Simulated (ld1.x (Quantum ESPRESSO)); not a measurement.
# Pseudopotential generation for hafnium: PAW, LDA (PZ), scalar-relativistic.

Input for ld1.x (Quantum ESPRESSO) 7.5:

```
&input
   title='Hf', zed=72., rel=1, dft='PZ', iswitch=3,
   config='[Xe] 4f14 5d2 6s2 6p0',
   nld=3, rlderiv=3.20, eminld=-5.0, emaxld=5.0, deld=0.02
 /
 &inputp
   pseudotype=3, lpaw=.true., tm=.true., lloc=-2, rcloc=2.55,
   nlcc=.true., rcore=1.90,
   which_augfun='PSQ', rmatch_augfun_nc=.true.,
   file_pseudopw='Hf.UPF', file_wfcaegen='ae.wfc', file_wfcncgen='nc.wfc', file_beta='beta', file_chi='chi', file_wfcusgen='us.wfc'
 /
6
6S  1  0   2.00   0.00  2.20  2.90  0.0
6S  1  0   0.00   1.25  2.20  2.90  0.0
5P  2  1   6.00   0.00  2.15  2.80  0.0
6P  3  1   0.00   0.00  2.15  2.80  0.0
5D  3  2   2.00   0.00  2.15  2.95  0.0
5D  3  2   0.00   2.55  2.15  2.95  0.0
 &test
   configts(1)='5p6 5d2 6s2 6p0'
 /
```

Command:

```bash
ld1.x < Hf.in > Hf.out
```

Output (shortened: banner, matrices, multipoles, cross overlaps and the repeated all-electron block are left out):

```
Program LD1 v.7.5
     --------------------------- All-electron run ----------------------------

     Hf
     scalar relativistic calculation

     atomic number is 72.00
     dft =PZ   lsd =0 sic =0 latt =0  beta=0.20 tr2=1.0E-14
     Exchange-correlation= PZ
                           (   1   1   0   0   0   0   0)
     mesh =1271 r(mesh) =  99.31870 a.u. xmin = -7.00 dx = 0.01250
     1 Ry =  13.60569312 eV, c = 137.03599908

     n l     nl                  e(Ry)          e(Ha)          e(eV)
     1 0     1S 1( 2.00)     -4794.4780     -2397.2390    -65232.1967
     2 0     2S 1( 2.00)      -820.0308      -410.0154    -11157.0871
     2 1     2P 1( 6.00)      -720.3082      -360.1541     -9800.2927
     3 0     3S 1( 2.00)      -186.8054       -93.4027     -2541.6176
     3 1     3P 1( 6.00)      -157.0189       -78.5095     -2136.3510
     4 0     4S 1( 2.00)       -37.5853       -18.7926      -511.3736
     4 1     4P 1( 6.00)       -27.8086       -13.9043      -378.3558
     3 2     3D 1(10.00)      -121.7044       -60.8522     -1655.8734
     5 0     5S 1( 2.00)        -4.9368        -2.4684       -67.1680
     5 1     5P 1( 6.00)        -2.6246        -1.3123       -35.7094
     4 2     4D 1(10.00)       -15.1749        -7.5875      -206.4657
     4 3     4F 1(14.00)        -1.2519        -0.6259       -17.0323
     5 2     5D 1( 2.00)        -0.2111        -0.1056        -2.8727
     6 0     6S 1( 2.00)        -0.3872        -0.1936        -5.2686
     6 1     6P 1( 0.00)        -0.1080        -0.0540        -1.4690

     final scf error:  4.8E-16 reached in  24 iterations

     Etot =  -30138.409397 Ry,  -15069.204699 Ha, -410053.949474 eV

     Ekin =   33018.532914 Ry,   16509.266457 Ha,  449240.026205 eV
     Encl =  -74371.902231 Ry,  -37185.951116 Ha,-1011881.278731 eV
     Eh   =   11812.103472 Ry,    5906.051736 Ha,  160711.854978 eV
     Exc  =    -597.143553 Ry,    -298.571776 Ha,   -8124.551926 eV

     normalization and overlap integrals

     s(1S/1S) =  1.000000  <r> =   0.0190  <r2> =    0.0005  r(max) =   0.0120
     s(2S/2S) =  1.000000  <r> =   0.0804  <r2> =    0.0076  r(max) =   0.0679
     s(2P/2P) =  1.000000  <r> =   0.0717  <r2> =    0.0063  r(max) =   0.0556
     s(3S/3S) =  1.000000  <r> =   0.2088  <r2> =    0.0499  r(max) =   0.1917
     s(3P/3P) =  1.000000  <r> =   0.2087  <r2> =    0.0505  r(max) =   0.1893
     s(4S/4S) =  1.000000  <r> =   0.4685  <r2> =    0.2479  r(max) =   0.4375
     s(4P/4P) =  1.000000  <r> =   0.4979  <r2> =    0.2822  r(max) =   0.4599
     s(3D/3D) =  1.000000  <r> =   0.1890  <r2> =    0.0419  r(max) =   0.1550
     s(5S/5S) =  1.000000  <r> =   1.1343  <r2> =    1.4489  r(max) =   1.0109
     s(5P/5P) =  1.000000  <r> =   1.3431  <r2> =    2.0542  r(max) =   1.1599
     s(4D/4D) =  1.000000  <r> =   0.5354  <r2> =    0.3327  r(max) =   0.4716
     s(4F/4F) =  1.000000  <r> =   0.6772  <r2> =    0.5954  r(max) =   0.4542
     s(5D/5D) =  1.000000  <r> =   2.4926  <r2> =    7.7805  r(max) =   1.7089
     s(6S/6S) =  1.000000  <r> =   3.4238  <r2> =   13.3774  r(max) =   2.8888
     s(6P/6P) =  1.000000  <r> =   5.0253  <r2> =   29.3667  r(max) =   4.0484

     ------------------------ End of All-electron run ------------------------

     --------------------- Generating PAW atomic setup --------------------

      Generating local potential from pseudized AE potential:
      Matching radius rcloc =   2.5500
      Enforcing V''(0)=0 (lloc=-2)

      Local pseudo, rcloc= 2.581 Estimated cut-off energy=     4.84 Ry

      Computing core charge for nlcc:

       r > 1.91 : true rho core
       r < 1.91 : rho core = a sin(br)/r    a=   0.97  b=   1.44

      Integrated core pseudo-charge :   1.61
      Wfc-us  6S rcutus= 2.925  Estimated cut-off energy=     5.23 Ry
      Wfc-us  6S rcutus= 2.925  Estimated cut-off energy=     8.55 Ry
      Wfc-us  5P rcutus= 2.782  Estimated cut-off energy=    11.53 Ry
      Wfc-us  6P rcutus= 2.782  Estimated cut-off energy=     8.85 Ry
      Wfc-us  5D rcutus= 2.925  Estimated cut-off energy=    13.50 Ry
      Wfc-us  5D rcutus= 2.925  Estimated cut-off energy=    13.14 Ry

     Required augmentation: PSQ   radius:    2.950000

     Q pseudized with Bessel functions
     Expected ecutrho=      86.2000 due to l1=  2   l2=  2

     Estimated PAW energy = -645.930496 Ryd

     ------------------- End of pseudopotential generation -------------------

     Computing logarithmic derivative in   3.21267
     Computing logarithmic derivative in   3.21267
     Computing the partial wave expansion
     R is outside the sphere for l=    0 j= 0.00
     R is outside the sphere for l=    0 j= 0.00
     R is outside the sphere for l=    1 j= 0.00
     R is outside the sphere for l=    1 j= 0.00
     R is outside the sphere for l=    2 j= 0.00
     R is outside the sphere for l=    2 j= 0.00

     ---------------------- Testing the pseudopotential ----------------------

     Hf
     scalar relativistic calculation

     atomic number is 72.00   valence charge is 10.00
     dft = SLA  PZ   NOGX NOGC   lsd =0 sic =0 latt =0  beta=0.20 tr2=1.0E-14
     mesh =1271 r(mesh) =  99.31870 xmin = -7.00 dx = 0.01250

     n l     nl             e AE (Ry)        e PS (Ry)    De AE-PS (Ry)
     2 1     5P   1( 6.00)       -2.62460       -2.62460        0.00000
     3 2     5D   1( 2.00)       -0.21114       -0.21114        0.00000
     1 0     6S   1( 2.00)       -0.38723       -0.38723        0.00000
     3 1     6P   1( 0.00)       -0.10797       -0.10797       -0.00000

     eps = 2.3E-15  iter =  3

     Etot =  -30138.409397 Ry,  -15069.204699 Ha, -410053.949474 eV
     Etotps =  -645.930498 Ry,    -322.965249 Ha,   -8788.332134 eV

     Ekin =     142.130782 Ry,      71.065391 Ha,    1933.787802 eV
     Encl =    -239.061161 Ry,    -119.530581 Ha,   -3252.592796 eV
     Ehrt =      48.143434 Ry,      24.071717 Ha,     655.024794 eV
     Ecxc =    -597.143553 Ry,    -298.571777 Ha,   -8124.551934 eV
     (Ecc =      -0.984355 Ry,      -0.492177 Ha,     -13.392832 eV)

     ---------------------- End of pseudopotential test ----------------------
```

Generation and configuration tests took about 2.9 s on one core of a shared server CPU.
